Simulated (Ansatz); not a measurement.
`C[O][SnH]([SH])[O]C`. The species carries charge 0 and has multiplicity 1. Sn: def2 effective core potential. Geometry: relaxed with PBE0-D4/def2-TZVP. It is one conformer, not always the lowest.

```xyz
14

C     0.548    1.978    0.846
O     1.105    0.684    0.829
Sn    1.005   -0.397   -0.802
S     1.743   -2.513   -0.007
O    -0.878   -0.434   -1.331
C    -1.840   -1.017   -0.483
H     1.086    2.671    0.186
H    -0.510    1.984    0.557
H     0.622    2.364    1.867
H     1.820    0.267   -2.136
H     1.657   -2.063    1.258
H    -2.795   -1.032   -1.015
H    -1.587   -2.049   -0.211
H    -1.975   -0.444    0.443
```

Question: What is the dipole moment at ωB97M-V/def2-TZVPP? (An estimate is asked.)

Answer: Ansatz gave: 0.82 D, with components (-0.03, 0.81, 0.12) D in this frame, pointing from negative to positive charge.

Question: And with PBE, r2SCAN, B3LYP? (An estimate is asked.)

Answer: Ansatz gave: PBE 0.87 D, r2SCAN 0.91 D, B3LYP 0.85 D.

Question: Give the Mulliken charges with ωB97M-V, r2SCAN, B3LYP in def2-TZVPP. (Estimate.)

Answer: Computed: 
| atom | ωB97M-V | r2SCAN | B3LYP |
| --- | --- | --- | --- |
| C1 | -0.18 | 0.01 | -0.12 |
| O2 | -0.54 | -0.55 | -0.55 |
| Sn3 | 1.01 | 1.08 | 1.12 |
| S4 | -0.34 | -0.38 | -0.38 |
| O5 | -0.54 | -0.55 | -0.55 |
| C6 | -0.17 | 0.01 | -0.12 |
| H7 | 0.11 | 0.05 | 0.09 |
| H8 | 0.11 | 0.06 | 0.10 |
| H9 | 0.12 | 0.06 | 0.10 |
| H10 | -0.06 | -0.10 | -0.11 |
| H11 | 0.15 | 0.14 | 0.14 |
| H12 | 0.12 | 0.06 | 0.10 |
| H13 | 0.11 | 0.06 | 0.09 |
| H14 | 0.11 | 0.05 | 0.09 |

B3LYP here is the variant with VWN-RPA as its local correlation; programs differ in this.
